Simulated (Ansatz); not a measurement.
Ansatz (an electronic-structure program) input (HF/3-21G): The .json file is the Basis Set Exchange's 3-21G.

Ansatz 0.2 input:
```yaml
crystal:
  periodic: [false, false, false]
  atoms:
    - {symbol: C, position_ang: [-2.15442134, 0.04171792, 0.28968195]}
    - {symbol: O, position_ang: [-0.87990502, -0.47157084, 0.38086865]}
    - {symbol: Ge, position_ang: [0.68062067, 0.07328881, -0.15336532]}
    - {symbol: H, position_ang: [-2.28299449, 1.10749004, 0.36936056]}
    - {symbol: H, position_ang: [-2.92569792, -0.61415144, 0.63827233]}
    - {symbol: H, position_ang: [0.80391284, 1.59352015, 0.08786398]}
    - {symbol: H, position_ang: [1.71550888, -0.68847137, 0.67857246]}
    - {symbol: H, position_ang: [0.87517752, -0.22136987, -1.65142009]}
basis:
  gaussian:
    orbitals: 3-21G.json
hamiltonian:
  xc: {name: HF}
magnetization: {spin_polarized: true, initial_magnetization: 1}
phonons: {temperatures: {t_min: 298.15, t_max: 298.15, t_step: 100}}
```

Output:

```
Functional definition: HF
integrals: 0.01 GiB planned
561 factors; integrals over basis functions are off by at most 6.6e-4 eV
mean field: 0.19 GiB planned
mean field evaluation 1: about -59327.9496 eV, gradient 1.7e1 eV
mean field evaluation 2: about -59328.0968 eV, gradient 1.7e1 eV
mean field evaluation 4: about -59329.4384 eV, gradient 2.2e0 eV
mean field evaluation 8: about -59329.4878 eV, gradient 1.2e-1 eV
mean field -59329.48812185 eV, -2180.3184735064 hartree, gradient 1.7e-5 eV, S^2 0.759937; 0 other end points of the search recorded, 0 dependent functions left out
the calculation of the forces begins
reference -59329.48812185 eV, -2180.3184735064 hartree; 26, 25 occupied and 25, 26 virtual orbitals, 561 factors
these checks for a lower state are left out or cut short: stability, starts, cluster_reference, orbital_swaps, neighbouring_geometries, increment
integrals: 0.01 GiB planned
561 factors; integrals over basis functions are off by at most 6.6e-4 eV
mean field: 0.19 GiB planned
mean field evaluation 16: about -59329.4878 eV, gradient 1.5e-1 eV
mean field -59329.48793002 eV, -2180.3184664569 hartree, gradient 8.8e-6 eV, S^2 0.759954; 0 other end points of the search recorded, 0 dependent functions left out
the calculation of the forces begins
reference -59329.48793002 eV, -2180.3184664569 hartree; 26, 25 occupied and 25, 26 virtual orbitals, 561 factors
these checks for a lower state are left out or cut short: stability, starts, cluster_reference, orbital_swaps, neighbouring_geometries, increment
integrals: 0.01 GiB planned
561 factors; integrals over basis functions are off by at most 6.6e-4 eV
mean field: 0.19 GiB planned
mean field -59329.48792686 eV, -2180.3184663409 hartree, gradient 8.2e-6 eV, S^2 0.759920; 0 other end points of the search recorded, 0 dependent functions left out
the calculation of the forces begins
reference -59329.48792686 eV, -2180.3184663409 hartree; 26, 25 occupied and 25, 26 virtual orbitals, 561 factors
these checks for a lower state are left out or cut short: stability, starts, cluster_reference, orbital_swaps, neighbouring_geometries, increment
integrals: 0.01 GiB planned
561 factors; integrals over basis functions are off by at most 6.6e-4 eV
mean field: 0.19 GiB planned
mean field evaluation 32: about -59329.4879 eV, gradient 3.8e-6 eV
mean field -59329.48792261 eV, -2180.3184661845 hartree, gradient 3.8e-6 eV, S^2 0.759943; 0 other end points of the search recorded, 0 dependent functions left out
the calculation of the forces begins
reference -59329.48792261 eV, -2180.3184661845 hartree; 26, 25 occupied and 25, 26 virtual orbitals, 561 factors
these checks for a lower state are left out or cut short: stability, starts, cluster_reference, orbital_swaps, neighbouring_geometries, increment
integrals: 0.01 GiB planned
561 factors; integrals over basis functions are off by at most 6.5e-4 eV
mean field: 0.19 GiB planned
mean field -59329.48791717 eV, -2180.3184659848 hartree, gradient 3.9e-6 eV, S^2 0.759931; 0 other end points of the search recorded, 0 dependent functions left out
the calculation of the forces begins
reference -59329.48791717 eV, -2180.3184659848 hartree; 26, 25 occupied and 25, 26 virtual orbitals, 561 factors
these checks for a lower state are left out or cut short: stability, starts, cluster_reference, orbital_swaps, neighbouring_geometries, increment
integrals: 0.01 GiB planned
561 factors; integrals over basis functions are off by at most 6.6e-4 eV
mean field: 0.19 GiB planned
mean field -59329.48809279 eV, -2180.3184724388 hartree, gradient 2.2e-6 eV, S^2 0.759974; 0 other end points of the search recorded, 0 dependent functions left out
the calculation of the forces begins
reference -59329.48809279 eV, -2180.3184724388 hartree; 26, 25 occupied and 25, 26 virtual orbitals, 561 factors
these checks for a lower state are left out or cut short: stability, starts, cluster_reference, orbital_swaps, neighbouring_geometries, increment
integrals: 0.01 GiB planned
561 factors; integrals over basis functions are off by at most 6.6e-4 eV
mean field: 0.19 GiB planned
mean field -59329.48809581 eV, -2180.3184725497 hartree, gradient 2.5e-6 eV, S^2 0.759899; 0 other end points of the search recorded, 0 dependent functions left out
the calculation of the forces begins
reference -59329.48809581 eV, -2180.3184725497 hartree; 26, 25 occupied and 25, 26 virtual orbitals, 561 factors
these checks for a lower state are left out or cut short: stability, starts, cluster_reference, orbital_swaps, neighbouring_geometries, increment
integrals: 0.01 GiB planned
561 factors; integrals over basis functions are off by at most 6.6e-4 eV
mean field: 0.19 GiB planned
mean field -59329.48790993 eV, -2180.3184657185 hartree, gradient 5.7e-6 eV, S^2 0.759951; 0 other end points of the search recorded, 0 dependent functions left out
[...]
mean field -59329.48811650 eV, -2180.3184733100 hartree, gradient 1.5e-6 eV, S^2 0.759937; 0 other end points of the search recorded, 0 dependent functions left out
the calculation of the forces begins
reference -59329.48811650 eV, -2180.3184733100 hartree; 26, 25 occupied and 25, 26 virtual orbitals, 561 factors
these checks for a lower state are left out or cut short: stability, starts, cluster_reference, orbital_swaps, neighbouring_geometries, increment
integrals: 0.01 GiB planned
561 factors; integrals over basis functions are off by at most 6.6e-4 eV
mean field: 0.19 GiB planned
mean field -59329.48809379 eV, -2180.3184724755 hartree, gradient 1.3e-6 eV, S^2 0.759936; 0 other end points of the search recorded, 0 dependent functions left out
the calculation of the forces begins
reference -59329.48809379 eV, -2180.3184724755 hartree; 26, 25 occupied and 25, 26 virtual orbitals, 561 factors
these checks for a lower state are left out or cut short: stability, starts, cluster_reference, orbital_swaps, neighbouring_geometries, increment
integrals: 0.01 GiB planned
561 factors; integrals over basis functions are off by at most 6.6e-4 eV
mean field: 0.19 GiB planned
mean field -59329.48809169 eV, -2180.3184723983 hartree, gradient 1.4e-6 eV, S^2 0.759937; 0 other end points of the search recorded, 0 dependent functions left out
the calculation of the forces begins
reference -59329.48809169 eV, -2180.3184723983 hartree; 26, 25 occupied and 25, 26 virtual orbitals, 561 factors
these checks for a lower state are left out or cut short: stability, starts, cluster_reference, orbital_swaps, neighbouring_geometries, increment
integrals: 0.01 GiB planned
561 factors; integrals over basis functions are off by at most 6.6e-4 eV
mean field: 0.19 GiB planned
mean field -59329.48810148 eV, -2180.3184727581 hartree, gradient 1.3e-6 eV, S^2 0.759937; 0 other end points of the search recorded, 0 dependent functions left out
the calculation of the forces begins
reference -59329.48810148 eV, -2180.3184727581 hartree; 26, 25 occupied and 25, 26 virtual orbitals, 561 factors
these checks for a lower state are left out or cut short: stability, starts, cluster_reference, orbital_swaps, neighbouring_geometries, increment
integrals: 0.01 GiB planned
561 factors; integrals over basis functions are off by at most 6.6e-4 eV
mean field: 0.19 GiB planned
mean field -59329.48810493 eV, -2180.3184728849 hartree, gradient 1.1e-6 eV, S^2 0.759937; 0 other end points of the search recorded, 0 dependent functions left out
the calculation of the forces begins
reference -59329.48810493 eV, -2180.3184728849 hartree; 26, 25 occupied and 25, 26 virtual orbitals, 561 factors
these checks for a lower state are left out or cut short: stability, starts, cluster_reference, orbital_swaps, neighbouring_geometries, increment
integrals: 0.01 GiB planned
561 factors; integrals over basis functions are off by at most 6.6e-4 eV
mean field: 0.19 GiB planned
mean field evaluation 256: about -59329.4881 eV, gradient 4.6e-2 eV
mean field -59329.48810042 eV, -2180.3184727189 hartree, gradient 1.1e-6 eV, S^2 0.759937; 0 other end points of the search recorded, 0 dependent functions left out
the calculation of the forces begins
reference -59329.48810042 eV, -2180.3184727189 hartree; 26, 25 occupied and 25, 26 virtual orbitals, 561 factors
these checks for a lower state are left out or cut short: stability, starts, cluster_reference, orbital_swaps, neighbouring_geometries, increment
integrals: 0.01 GiB planned
561 factors; integrals over basis functions are off by at most 6.6e-4 eV
mean field: 0.19 GiB planned
mean field -59329.48810084 eV, -2180.3184727343 hartree, gradient 1.6e-6 eV, S^2 0.759936; 0 other end points of the search recorded, 0 dependent functions left out
the calculation of the forces begins
reference -59329.48810084 eV, -2180.3184727343 hartree; 26, 25 occupied and 25, 26 virtual orbitals, 561 factors
these checks for a lower state are left out or cut short: stability, starts, cluster_reference, orbital_swaps, neighbouring_geometries, increment
integrals: 0.01 GiB planned
561 factors; integrals over basis functions are off by at most 6.6e-4 eV
mean field: 0.19 GiB planned
mean field -59329.48811284 eV, -2180.3184731755 hartree, gradient 1.6e-6 eV, S^2 0.759937; 0 other end points of the search recorded, 0 dependent functions left out
the calculation of the forces begins
reference -59329.48811284 eV, -2180.3184731755 hartree; 26, 25 occupied and 25, 26 virtual orbitals, 561 factors
these checks for a lower state are left out or cut short: stability, starts, cluster_reference, orbital_swaps, neighbouring_geometries, increment
integrals: 0.01 GiB planned
561 factors; integrals over basis functions are off by at most 6.6e-4 eV
mean field: 0.19 GiB planned
mean field -59329.48811468 eV, -2180.3184732430 hartree, gradient 1.6e-6 eV, S^2 0.759936; 0 other end points of the search recorded, 0 dependent functions left out
the calculation of the forces begins
reference -59329.48811468 eV, -2180.3184732430 hartree; 26, 25 occupied and 25, 26 virtual orbitals, 561 factors
these checks for a lower state are left out or cut short: stability, starts, cluster_reference, orbital_swaps, neighbouring_geometries, increment
integrals: 0.01 GiB planned
561 factors; integrals over basis functions are off by at most 6.6e-4 eV
mean field: 0.19 GiB planned
mean field -59329.48811495 eV, -2180.3184732531 hartree, gradient 1.6e-6 eV, S^2 0.759937; 0 other end points of the search recorded, 0 dependent functions left out
the calculation of the forces begins
reference -59329.48811495 eV, -2180.3184732531 hartree; 26, 25 occupied and 25, 26 virtual orbitals, 561 factors
these checks for a lower state are left out or cut short: stability, starts, cluster_reference, orbital_swaps, neighbouring_geometries, increment
integrals: 0.01 GiB planned
561 factors; integrals over basis functions are off by at most 6.6e-4 eV
mean field: 0.19 GiB planned
mean field evaluation 288: about -59329.4881 eV, gradient 1.7e-5 eV
mean field -59329.48811169 eV, -2180.3184731333 hartree, gradient 2.2e-6 eV, S^2 0.759937; 0 other end points of the search recorded, 0 dependent functions left out
the calculation of the forces begins
reference -59329.48811169 eV, -2180.3184731333 hartree; 26, 25 occupied and 25, 26 virtual orbitals, 561 factors
these checks for a lower state are left out or cut short: stability, starts, cluster_reference, orbital_swaps, neighbouring_geometries, increment
integrals: 0.01 GiB planned
561 factors; integrals over basis functions are off by at most 6.6e-4 eV
mean field: 0.19 GiB planned
mean field -59329.48807239 eV, -2180.3184716888 hartree, gradient 2.1e-6 eV, S^2 0.759937; 0 other end points of the search recorded, 0 dependent functions left out
the calculation of the forces begins
reference -59329.48807239 eV, -2180.3184716888 hartree; 26, 25 occupied and 25, 26 virtual orbitals, 561 factors
these checks for a lower state are left out or cut short: stability, starts, cluster_reference, orbital_swaps, neighbouring_geometries, increment
integrals: 0.01 GiB planned
561 factors; integrals over basis functions are off by at most 6.6e-4 eV
mean field: 0.19 GiB planned
mean field -59329.48806996 eV, -2180.3184715997 hartree, gradient 2.1e-6 eV, S^2 0.759936; 0 other end points of the search recorded, 0 dependent functions left out
the calculation of the forces begins
reference -59329.48806996 eV, -2180.3184715997 hartree; 26, 25 occupied and 25, 26 virtual orbitals, 561 factors
Total energy: -59329.48812185 eV, -2180.3184735064 hartree
Atom 0 at    -2.154421     0.041718     0.289682 Å, force     0.000764     0.001310    -0.000689 eV/Å
Atom 1 at    -0.879905    -0.471571     0.380869 Å, force    -0.000995    -0.000597    -0.000012 eV/Å
Atom 2 at     0.680621     0.073289    -0.153365 Å, force     0.000869    -0.000225     0.000875 eV/Å
Atom 3 at    -2.282994     1.107490     0.369361 Å, force    -0.000313     0.000109     0.000057 eV/Å
Atom 4 at    -2.925698    -0.614151     0.638272 Å, force     0.000061    -0.000823     0.000338 eV/Å
Atom 5 at     0.803913     1.593520     0.087864 Å, force    -0.000426     0.000268    -0.001033 eV/Å
Atom 6 at     1.715509    -0.688471     0.678572 Å, force     0.000405    -0.000690    -0.000085 eV/Å
Atom 7 at     0.875178    -0.221370    -1.651420 Å, force    -0.000364     0.000648     0.000550 eV/Å
Dipole moment:     0.067373     0.230792    -0.064362 e Å
Vibrations: 85.43 160.90 186.94 679.45 701.39 707.25 712.58 932.12 949.22 995.00 1247.01 1353.19 1626.78 2131.08 2157.31 2199.19 3252.85 3396.19 cm⁻¹, zero-point energy 1.455194 eV
```

The blocks after the first are displaced geometries, from whose forces the wavenumbers follow.
